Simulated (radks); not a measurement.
Results of a calculation; reference values are marked as such.
Excited configurations of Mn2+: one electron is placed in a higher orbital outside [Ar] 3d4. The ground configuration is [Ar] 3d5. Level of theory: scalar-relativistic Kohn-Sham, LDA (Slater exchange, Perdew-Wang correlation), spin-polarised, spherical densities, finite nucleus; open shells are filled with parallel spins first; Fermi nuclear charge, rms radius 3.7057 fm (a radial shooting solver on a logarithmic mesh with Libxc functionals). Excitation = E - E(ground); binding = E(ion) - E, where the ion is the core of charge +3; n* = 3/sqrt(2 binding) in atomic units, and the quantum defect is n - n*.

| outer orbital | excitation (eV) | binding (eV) | n* | quantum defect | eigenvalue (eV) |
|---|---|---|---|---|---|
| 4s | 7.519 | 26.809 | 2.137 | 1.863 | -22.717 |
| 4f | 26.388 | 7.940 | 3.927 | 0.073 | -6.423 |
| 5d | 26.944 | 7.385 | 4.072 | 0.928 | -6.253 |
| 5f | 29.086 | 5.242 | 4.833 | 0.167 | -4.403 |
| 6s | 27.089 | 7.239 | 4.113 | 1.887 | -6.294 |
| 6p | 28.020 | 6.309 | 4.406 | 1.594 | -5.466 |
| 6d | 29.478 | 4.851 | 5.024 | 0.976 | -4.176 |
| 6f | 30.636 | 3.693 | 5.758 | 0.242 | -3.160 |
| 7s | 29.572 | 4.756 | 5.074 | 1.926 | -4.159 |
| 7d | 30.899 | 3.429 | 5.975 | 1.025 | -2.982 |

The Delta-SCF ionisation energy is 34.329 eV (NIST Atomic Spectra Database: 33.67 eV, measured). Self-interaction in the functional shifts the binding energies and quantum defects, so they are the method's values and not measured ones. Open shells are spherical and high-spin; term and fine-structure splittings are not resolved.
